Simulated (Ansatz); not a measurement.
C$_{2}$H$_{6}$BNS, relaxed with RKS PBE-D4/def2-SVP in Ansatz 0.2.0 from a rough embedded geometry. The force threshold is 0.03 eV/Å; the program also tests the step.

The species carries charge 0 and has multiplicity 1. The bonds changed during the relaxation, so this is another structure than the one it started from.

Start:

```xyz
11

B    -0.331    0.619   -2.292
S     1.348    0.580   -1.454
C     0.704   -0.354   -0.088
C     0.207    0.164    1.015
N    -0.256   -0.548    2.125
H    -0.659   -0.140   -3.097
H    -1.083    1.552   -2.067
H     0.619   -1.481   -0.192
H     0.313    1.278    1.056
H    -0.571   -0.074    2.950
H    -0.293   -1.595    2.045
```

Task: How much energy does the relaxation release, and in how many steps? (An estimate is asked.)

Result: Ansatz gave: 1.11 eV, in 12 steps, 2 of them rejected.

Task: Which bonds change most? (Best estimate.)

Result: Ansatz gave: B1–C3 from 2.622 to 1.735 Å; C3–C4 from 1.316 to 1.397 Å; B1–H6 from 1.154 to 1.221 Å; C4–N5 from 1.398 to 1.344 Å.

Task: Give the relaxed structure. (An estimate is asked.)

Result: The calculation gave: 
```xyz
11

B    -0.269    0.446   -1.604
S     1.605    0.684   -1.595
C     0.722   -0.339   -0.416
C     0.222    0.224    0.760
N    -0.324   -0.451    1.787
H    -0.784   -0.431   -2.281
H    -0.943    1.412   -1.279
H     0.758   -1.439   -0.515
H     0.270    1.319    0.872
H    -0.824    0.040    2.526
H    -0.432   -1.465    1.745
```
